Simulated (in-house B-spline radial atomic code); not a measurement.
Tc⁺. Computed with a B-spline radial atomic code. Model: non-relativistic spherical atom: semilocal Troullier-Martins pseudo-atom, one channel per l, against all electrons, high spin, G0W0 and RPA with empty states to l = 8, local potential for every l without a channel, a model core (radius 0 = none) keeps its share of the functional.

Without relativity these are model numbers for so heavy an element.

What the tables leave out is listed at the end.

The pseudopotential gives back the lowest level of each angular momentum of its own functional in the configuration it was made in; a second state of the same l is only approximately right. Exact exchange, RPA and GW see the smooth pseudo-orbitals and miss the exchange with the core, for which the functional's share stands in. The column with an uncorrelated core keeps all orbitals and exact exchange, and so separates missing core correlation from pseudisation. Only the three outermost levels and the lowest empty one were computed. RPA here is direct RPA, with no exchange kernel, and its energies carry an (l + 1/2)⁻⁴ tail. A hybrid on a potential with a model core restores only its own semilocal share of the core's exchange.

Command:
```bash
python run_psgw.py task.json out
```
Settings (lengths in bohr, energies in hartree):
```
Z                      43
electrons              42
configuration          [Kr] 4d5 5s1
generated_in           [Kr] 4d5 5s1
functional             pbe,pbe
core_shells            7
radius_factor          0.9
core_correction        False
ion_configuration      [Kr] 4d5
```

Cost of the run: 88 s on 1 thread of Arm Neoverse N1, on a shared host.

Given: made with PBE; model core radius 0 bohr; local radius 1.152 bohr; mean-field start PBE.

Valence shells of the generating configuration: 4p, 4d, 5s.

Channel: s 2.425, p 0.927, d 1.124 (radii in bohr).

Computed: largest level miss in the spin-unpolarised generating configuration 0.003 eV; valence RPA correlation energy pseudo -0.78286 hartree; pseudo-atom RPA polarisability 28.007 bohr³; ionisation by mean-field all-electron 15.029 eV; ionisation by mean-field pseudo minus all 0.037 eV; ionisation by RPA all-electron 15.265 eV; ionisation by RPA pseudo minus all 1.145 eV.

| level | occupied | mean-field all-electron (eV) | mean-field pseudo minus all (eV) | G0W0 all-electron (eV) | G0W0 uncorrelated core minus all (eV) | G0W0 pseudo minus all (eV) | exchange self-energy all-electron (eV) | exchange self-energy pseudo (eV) |
| --- | --- | --- | --- | --- | --- | --- | --- | --- |
| 5s up | 1 | -11.676 | -0.02 | -15.321 | 0.013 | -0.955 | -11.895 | -12.322 |
| 4d down (empty) | 0 | -11.884 | 0.369 | -7.8589 | 0.203 | 0.571 | -10.628 | -5.9464 |

Task: What is the all-electron RPA polarisability, core included?

Result: 28.242 bohr³.

Task: What is the valence RPA correlation energy all-electron orbitals?

Result: -0.63092 hartree.

Given: mean-field start PBE0.

Computed: valence RPA correlation energy pseudo -0.74156 hartree; all-electron RPA polarisability, core included 24.718 bohr³; pseudo-atom RPA polarisability 22.535 bohr³; ionisation by mean-field pseudo minus all 0.512 eV; ionisation by RPA all-electron 15.122 eV; ionisation by RPA pseudo minus all 1.278 eV.

```tsv
level	occupied	mean-field all-electron (eV)	mean-field pseudo minus all (eV)	G0W0 all-electron (eV)	G0W0 uncorrelated core minus all (eV)	G0W0 pseudo minus all (eV)	exchange self-energy all-electron (eV)	exchange self-energy pseudo (eV)
5s up	1	-12.323	-0.431	-15.227	0.015	-1.161	-11.742	-12.909
4d up	?	?	?	?	?	?	?	?
4p down	1	-51.962	1.362	-56.068	-0.304	2.229	-36.939	-25.107
4d down (empty)	0	-9.9951	0.463	-7.3069	0.206	0.621	-10.018	-5.6621
```

Task: What belongs in the row 4d up?

Result: occupied: 1; mean-field all-electron (eV): -17.485; mean-field pseudo minus all (eV): 0.148; G0W0 all-electron (eV): -21.345; G0W0 uncorrelated core minus all (eV): 0.102; G0W0 pseudo minus all (eV): 0.398; exchange self-energy all-electron (eV): -29.916; exchange self-energy pseudo (eV): -25.495.

Task: What is the valence RPA correlation energy all-electron orbitals?

Result: -0.59254 hartree.

Task: What is the ionisation by mean-field all-electron?

Result: 14.757 eV.

Given: mean-field start Hartree-Fock.

Computed: valence RPA correlation energy pseudo -0.64312 hartree; all-electron RPA polarisability, core included 19.391 bohr³; pseudo-atom RPA polarisability 13.786 bohr³; ionisation by mean-field all-electron 13.711 eV; ionisation by mean-field pseudo minus all 2.155 eV; ionisation by RPA pseudo minus all 1.431 eV.

| level | occupied | mean-field all-electron (eV) | mean-field pseudo minus all (eV) | G0W0 all-electron (eV) | G0W0 uncorrelated core minus all (eV) | G0W0 pseudo minus all (eV) | exchange self-energy all-electron (eV) | exchange self-energy pseudo (eV) |
| --- | --- | --- | --- | --- | --- | --- | --- | --- |
| 5s up | 1 | -13.88 | -2.272 | -14.982 | 0.018 | -1.52 | -11.1 | -14.894 |
| 4d up | 1 | -22.036 | 0.738 | -22.062 | 0.113 | 0.756 | -30.069 | -25.663 |
| 4p down | ? | ? | ? | ? | ? | ? | ? | ? |
| 5s down (empty) | 0 | -5.2813 | -0.188 | -6.4583 | 0.012 | 0.004 | -0.79258 | -0.86201 |

Task: What belongs in the row 4p down?

Result: occupied: 1; mean-field all-electron (eV): -57.734; mean-field pseudo minus all (eV): 4.168; G0W0 all-electron (eV): -57.207; G0W0 uncorrelated core minus all (eV): -0.247; G0W0 pseudo minus all (eV): 3.011; exchange self-energy all-electron (eV): -36.656; exchange self-energy pseudo (eV): -25.006.

Task: What is the valence RPA correlation energy all-electron orbitals?

Result: -0.5045 hartree.

Task: What is the ionisation by RPA all-electron?

Result: 14.809 eV.

Among the listed levels the largest G0W0 shift of the pseudo-atom is +3.01 eV, for 4p down on the Hartree-Fock start, while leaving the core uncorrelated moves that level by -0.25 eV. So pseudisation and the lost core exchange, not the missing core correlation, make the error. Not in the tables (levels of low weight, unsolved or above zero; the highest and the empty levels are kept at any weight): on PBE the G0W0 levels 4d up (pseudo minus all +0.19 eV, weights 0.75 and 0.41), 4p down (pseudo minus all +1.85 eV, weights 0.78 and 0.70).
